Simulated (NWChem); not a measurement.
Total energies of diboron tetrachloride (B2Cl4)

```xyz
6

Cl    -1.0992    -1.0453     1.7415
B      0.0000     0.0000     0.8491
Cl     1.0992     1.0453     1.7415
B      0.0000     0.0000    -0.8491
Cl    -1.0992     1.0453    -1.7415
Cl     1.0992    -1.0453    -1.7415
```
Charge 0, spin multiplicity 1.

Program: NWChem. All single points use one geometry, from PBE/def2-SVP, a minimum by its harmonic frequencies. It is one conformer; others weren't searched.

Basis set: cc-pVDZ (100 functions).

```
method   total energy (Ha)  relative cost
-------  -----------------  -------------
RHF            -1887.55326              1
MP2            -1888.24502              6
B2PLYP         -1890.04062              6
PBE            -1889.84766        under 3
B3LYP          -1890.73626        under 3
BP86           -1890.83937        under 3
CCSD(T)        -1888.31798            100
```

Total energies of different functionals aren't comparable as a measure of quality: only differences taken within one method are. The cost column gives rough processor time relative to RHF; each entry includes its own SCF.

The correlated methods keep 22 core orbitals frozen. B3LYP has NWChem's definition, with VWN1-RPA local correlation. No row is a measurement; the coupled-cluster row has its own basis-set and correlation limits.
